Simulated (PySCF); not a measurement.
# A search over the determinants of CI

Unrestricted PBE0; C cc-pVTZ, I cc-pVTZ-PP with ECP28; scalar-relativistic core potentials (PySCF 2.14). Outer shells of the fragments: C 2s2 2p2; I 4d10 5s2 5p5.

Followed along the bond (rough minima from three points):

```csv
2Ms+1,unpaired,⟨S²⟩ at the start,R at minimum (Å),Te (eV)
2,π ↑,0.76,2.04,0.00
4,"σ ↑, π ↑↑",3.76,2.02,1.60
```

Solutions found at the starting distance of 2.020 Å, counted from the lowest of them; the search is not exhaustive and high or unbound solutions are not listed, so other states can lie among these:

```csv
2Ms+1,unpaired,term,E (eV),⟨S²⟩,⟨Lz²⟩,μ (D)
2,π ↑,²Π,0.00,0.76,1.02,1.76
4,"σ ↑, π ↑↑",⁴Σ⁻,1.60,3.76,0.00,0.93
2,"σ ↑, π ↑↓",mixed,2.61,1.76,2.02,1.50
2,"σ ↓, π ↑↑",mixed,2.73,1.78,0.00,1.73
4,π ↑↑↑,⁴Π,3.15,3.76,1.01,3.86
2,π ↑↑↓,mixed,3.55,1.76,3.03,3.83
```

A term symbol is given only where ⟨S²⟩ and ⟨Lz²⟩ are close to those of a pure state; real π, δ and φ orbitals otherwise mix terms. A positive dipole means C(−)I(+).

Spin–orbit coupling is left out. Counting both spins, an empty level lies below a filled one in some of these solutions, because spin and occupation are held.
